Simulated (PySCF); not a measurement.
**Si4H9NO**

Si4H9NO is a silylene (divalent Si1, bonded to 1 N + 1 O), neutral, singlet. The structure, one conformer, was relaxed in the gas phase by PBE0-D3(BJ)/def2-SVP. No frequency run checks that it is a minimum.

SMILES: [SiH3]O[Si]N([SiH3])[SiH3]

```xyz
15

Si   -1.444   -0.312   -0.442
O    -1.108    0.492    1.000
Si   -1.774    1.182    2.364
N     0.212   -0.503   -0.963
Si    0.589   -1.314   -2.482
Si    1.532    0.109    0.054
H    -3.262    1.056    2.335
H    -1.239    0.485    3.568
H    -1.397    2.624    2.410
H     1.426   -2.529   -2.247
H     1.327   -0.402   -3.406
H    -0.706   -1.717   -3.110
H     1.471    1.590    0.216
H     1.564   -0.553    1.388
H     2.797   -0.233   -0.670
```
Atoms count from 1 in this order.

Shieldings: GIAO PBE0/pcSseg-1. Shifts are against computed references at the same level: H TMS (σ 31.27 ppm), Si TMS (σ 352.0 ppm). Core levels by delta-SCF with SCAN, pcX-2 on the ionised atom and pcseg-1 elsewhere, spin-free X2C (2p3/2 is the spin-free 2p value less a third of a first-order spin-orbit splitting); from the vacuum level, for chosen atoms.

Give the NMR and core-level values of the distinct atoms.


| atoms | bonded to | σ (ppm) | δ (ppm) | core level (eV) |
| --- | --- | --- | --- | --- |
| Si1 | 1 N + 1 O | 214.0 | 138.0 | 2p3/2 107.27 |
| O2 | 2 Si | 154.1 | - | 1s 537.69 |
| Si3 | 1 O + 3 H | 391.8 | -39.8 | 2p3/2 107.57 |
| N4 | 3 Si | 146.5 | - | 1s 403.77 |
| Si5 | 1 N + 3 H | 408.8 | -56.8 | 2p3/2 107.10 |
| Si6 | 1 N + 3 H | 412.8 | -60.8 | - |
| H7 H8 H9 | 1 Si | 26.07 | 5.20 | - |
| H10 H11 H12 | 1 Si | 26.52 | 4.75 | - |
| H13 H14 H15 | 1 Si | 26.52 | 4.75 | - |

Values are those of this one static structure, with the three H of a rotating XH3 group averaged; atoms that internal rotation interchanges would show their mean in an NMR spectrum.

Which of Si1, Si3, Si5 holds its core electrons tightest, and by how much against the loosest?

Si3 (bonded to 1 O + 3 H), by 0.47 eV over Si5 (bonded to 1 N + 3 H).

By CAM-B3LYP/def2-SVPD (TDDFT singlets, Tamm-Dancoff triplets, ionisation by delta-SCF), where does absorption start, and what does vertical ionisation take?

The lowest singlet lies at 4.67 eV (f 0.064), the strongest of the first 6 at 6.28 eV (f 0.220), the lowest triplet at 2.89 eV; vertical ionisation takes 9.01 eV.

The 3 runs behind this took 4.5 min in all, one thread each of Arm Neoverse V1 on a shared host, launched as `OMP_NUM_THREADS=1 python cluster_run.py task.json out`.
